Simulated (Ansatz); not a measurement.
Isolated molecules relaxed with PBE0-D4/def2-TZVP in Ansatz; ΔE leaves out vibrations. CCSD(T)/CBS adds triple-zeta CCSD(T) − MP2 to the extrapolated MP2 energy (def2 sets, frozen cores). Functionals use def2-TZVPP. B3LYP here is the variant with VWN-RPA as its local correlation; programs differ in this. Each species was taken in one conformer, which may not be the lowest.

`B[SiH2]OC` → `CB[SiH2]O`  (isomerisation)

(1) Is it downhill or uphill in electronic energy at CCSD(T)/CBS, and by how much? (Best estimate.)

(2) What do these levels give: revPBE-D4, BLYP-D4, r2SCANh-D4, B2PLYP, PBE0, B3LYP, CAM-B3LYP, LC-ωPBE, CCSD(T)/def2-SVP, SCS-MP2/def2-TZVPP, MP2/def2-QZVPP, MP2/CBS(def2)? (Best estimate.)

(3) What do rigid-rotor, harmonic-oscillator terms from PBE0-D4/def2-TZVP frequencies (298.15 K, 1 bar) make of the CCSD(T)/CBS value? (Estimate.)

Largest T1 diagnostic among the species: 0.011.

## Answers

(1) Ansatz gave: Downhill: ΔE = -1.07 eV.

(2) Computed: revPBE-D4 -1.08, BLYP-D4 -1.01, r2SCANh-D4 -1.11, B2PLYP -1.04, PBE0 -1.10, B3LYP -1.02, CAM-B3LYP -1.01, LC-ωPBE -1.09, CCSD(T)/def2-SVP -0.93, SCS-MP2/def2-TZVPP -1.01, MP2/def2-QZVPP -1.11, MP2/CBS(def2) -1.13 eV.

(3) The calculation gave: ΔZPE = 0.00 eV, ΔH = -1.06 eV, ΔS = 4 J/(mol·K), ΔG = -1.07 eV.

In def2-TZVPP, CCSD(T) changes the Hartree–Fock value by −0.17 eV (the triples alone add −0.02 eV) and MP2 by −0.23 eV. At CCSD(T), def2-SVP lies +0.14 eV from the extrapolated value and def2-TZVPP +0.03 eV.
